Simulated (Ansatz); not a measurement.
Reaction (formal exchange of groups at the Al–O bond): `[AlH2][O][SiH2]S` + `CCCO` → `CC[CH](O)[AlH2]` + `O[SiH2]S`

Gas-phase electronic energies from Ansatz, PBE0-D4/def2-TZVP geometries. CCSD(T)/CBS is the MP2 limit (def2-TZVPP, def2-QZVPP) plus CCSD(T) − MP2 in def2-TZVPP, frozen cores. One conformer a species, not always the lowest.

```csv
species,CCSD(T)/CBS(def2) energy (Eh)
`[AlH2][O][SiH2]S`,-1007.16932
`CCCO`,-194.14342
`CC[CH](O)[AlH2]`,-436.73082
`O[SiH2]S`,-764.50758
```

Work out ΔE.

ΔE = (-436.73082) + (-764.50758) − (-1007.16932) − (-194.14342) = 0.07434 Eh = +195.2 kJ/mol.

Largest T1 diagnostic among the species: 0.012.

From PBE to PBE0 (25 % exact exchange), in def2-TZVPP and without D4, ΔE moves by +7.7 kJ/mol. In def2-TZVPP, CCSD(T) changes the Hartree–Fock value by −23.4 kJ/mol (the triples alone add −3.7 kJ/mol) and MP2 by −21.0 kJ/mol.
